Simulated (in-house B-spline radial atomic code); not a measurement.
How numerical settings move a run on Cs III (Cs2+), [Kr] 4d10 5s2 5p5. Computed with an all-electron radial atomic-structure program (B-spline basis): Dirac-Hartree-Fock, average of configuration, Fermi nucleus of rms radius 4.8041 fm.

Command:
```bash
python run_scf.py task.json out
```
Settings of the sound reference run:
```
Z                55
electrons        53
configuration    [Kr] 4d10 5s2 5p5
hamiltonian      dirac
method           hf
spin_polarised   False
nucleus          fermi
rms_radius       4.8041
mass_number      133
atomic_mass      132.9055
speed_of_light   137.036
knot_spacing     0.22
spline_order     8
gauss_points     12
box_radius       22.22
max_iterations   70
damping          0.5
damped_steps     3
diis_vectors     10
tolerance        1e-08
start            Thomas-Fermi
```

Cost of the run: 1.9 s on 1 thread of Arm Neoverse N1 (shared host).

It converges in 10 iterations to -7785.808666 hartree, with 5p3/2 at -33.1087 eV. The other runs change the listed settings, some to values that make no sense; their results aren't properties of the atom or ion. Radii are in bohr (the nuclear one in fm), a minus after a letter asks for a j subshell, and «unchanged» means within 1e-8 hartree. The run stops when the residual is below 10 × tolerance × max(1, Z/10), or a noise floor if that is larger, and the energy moves by less than 1e-8 × √|E| hartree; so very loose and very tight tolerances often act alike.

| changed settings | outcome |
| --- | --- |
| box_radius = 3.33, first_knot = 1.82e-05, max_iterations = 60, damped_steps = 8, tolerance = 1e-10 | converged in 14 iterations, energy +6.52e-01 hartree from the reference, 5p3/2 level +6.2e+00 eV (the program warns: 5p3/2 reaches the box edge; 4p1/2 reaches the box edge) |
| damping = 0.95 | converged in 10 iterations, energy unchanged, 5p3/2 level +1.7e-06 eV |
| damped_steps = 0 | converged in 8 iterations, energy unchanged, 5p3/2 level -7.6e-07 eV |
| spin_polarised = True | stopped with error: spin polarisation is not served with the Dirac Hamiltonian |
| first_knot = 0.00182 | converged in 10 iterations, energy -2.26e-02 hartree from the reference, 5p3/2 level +1.8e-04 eV |
| knot_spacing = 1.4, gauss_points = 3, first_knot = 0.00545, max_iterations = 75, diis_vectors = 0 | converged in 24 iterations, energy +4.14e+02 hartree from the reference, 5p3/2 level +1.6e+00 eV (the program warns: 5p3/2 reaches the box edge; 1s1/2 reaches the box edge) |
| damped_steps = 8 | converged in 14 iterations, energy unchanged, 5p3/2 level -5.3e-07 eV |
| box_radius = 44.44, max_iterations = 50, damping = 0.8, diis_vectors = 0 | not converged after 50 iterations, last residual 3.0e-06, last energy +1.00e-10 hartree from the reference |
| damping = 0 | converged in 9 iterations, energy unchanged, 5p3/2 level +9.6e-06 eV |
| spline_order = 5, box_radius = 4.44, first_knot = 1.82e-05, max_iterations = 50, damping = 0.95 | converged in 10 iterations, energy +5.97e-02 hartree from the reference, 5p3/2 level +8.9e-01 eV (the program warns: 5p3/2 reaches the box edge; 4d3/2 reaches the box edge) |
| damping = 0.8 | converged in 10 iterations, energy unchanged, 5p3/2 level +9.6e-07 eV |
| damped_steps = 1 | converged in 9 iterations, energy unchanged, 5p3/2 level -3.9e-07 eV |
| first_knot = 1.82e-06 | converged in 9 iterations, energy -4.50e-08 hartree from the reference, 5p3/2 level +3.3e-06 eV |
| first_knot = 0.0182 | converged in 10 iterations, energy +2.10e+00 hartree from the reference, 5p3/2 level +2.6e-02 eV |
| electrons = 61, configuration = [Kr] 4d10 5s2 5p5 7s2 7p6, max_iterations = 100 | not converged after 100 iterations, last residual 6.7e-03 |

(1) What happens with first_knot = 0.000182?

(2) What happens with electrons = 56, configuration = [Kr] 4d10 5s2 5p5 6s3, max_iterations = 60?

(3) What happens with box_radius = 6.67, first_knot = 0.0182, max_iterations = 50, damped_steps = 1?

(4) What happens with damping = 0.2?

## Answers

(1) Converged in 10 iterations, energy +6.49e-05 hartree from the reference.

(2) Stopped with error: shell 6s holds at most 2 electrons.

(3) Converged in 8 iterations, energy +2.10e+00 hartree from the reference, 5p3/2 level +3.4e-02 eV (the program warns: 5p3/2 reaches the box edge; 5s1/2 reaches the box edge).

(4) Converged in 9 iterations, energy unchanged, 5p3/2 level +3.4e-06 eV.
